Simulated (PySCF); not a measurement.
CH5AlS2, SMILES [CH3][Al]([SH])[SH]. Atoms are numbered in the order given.

```xyz
9

Al     0.3601    -0.0655    -0.0246
C      2.2565    -0.4582    -0.1608
H      2.4105    -1.5373    -0.3294
H      2.7952    -0.1905     0.7617
H      2.7251     0.0760    -1.0021
S     -0.6294    -0.1848     1.9285
H     -1.8666     0.1232     1.4828
S     -0.7656     0.4680    -1.8290
H     -1.9634     0.5979    -1.2188
```
Charge 0, spin multiplicity 1.

Coordinates come from a PBE0-D3(BJ)/def2-SVP optimisation. One conformer was computed; it need not be the lowest.

Two levels are set side by side: PBE/pcSseg-1 (PySCF) and HF/pcSseg-1 (PySCF). GIAO shifts against H2S (³³S), TMS (¹H), TMS (¹³C) at the same level; non-relativistic, no solvent, atoms listed together averaged. Differences are taken from unrounded values.

```json
[
 {"quantity": "δ(¹³C) of C2 (ppm)", "HF": "-8.6"},
 {"quantity": "δ(¹H) of H3, H4, H5 (ppm)", "HF": "0.21"},
 {"quantity": "δ(³³S) of S6, S8 (ppm)", "HF": "-12.6"},
 {"quantity": "δ(¹H) of H7, H9 (ppm)", "HF": "0.89"}
]
```

What does PBE give, and how far is it from HF? (An estimate is asked for; the answer gives what the named calculation found.)


```
quantity                    PBE  PBE minus HF
-------------------------  ----  ------------
δ(¹³C) of C2 (ppm)         -8.2           0.4
δ(¹H) of H3, H4, H5 (ppm)  0.24          0.03
δ(³³S) of S6, S8 (ppm)     60.0          72.6
δ(¹H) of H7, H9 (ppm)      0.98          0.09
```

Rough cost on one machine, each run with all the roots and properties that it gave: HF against PBE within a factor of 2.
